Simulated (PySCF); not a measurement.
**CoCl⁺ at HSE06**

Level: HSE06. basis Co def2-TZVPPD, Cl def2-TZVPPD; no relativity; PySCF 2.14.

```json
{"state": "⁴Δ (quartet), unpaired electrons π ↑↑, δ ↑", "bond length": "0.2031 nm", "harmonic wavenumber": "486 cm⁻¹", "force constant": "3.05 mdyn/Å", "rotational constant Be": "0.1862 cm⁻¹", "anharmonicity ωexe": "1.49 cm⁻¹", "vibration–rotation constant αe": "0.000827 cm⁻¹", "bond order (Mayer)": "1.57", "dipole moment (positive dipole points towards Cl; it is taken about the centre of mass and depends on that origin)": "-5.05 D"}
```

De is left out where the level can put another filling of the metal’s s and d shells below the measured ground configuration, by anything from nothing to about 1 eV. The state is the lowest single determinant that the PBE0 search found; with open d or f shells the true ground state can be another one.
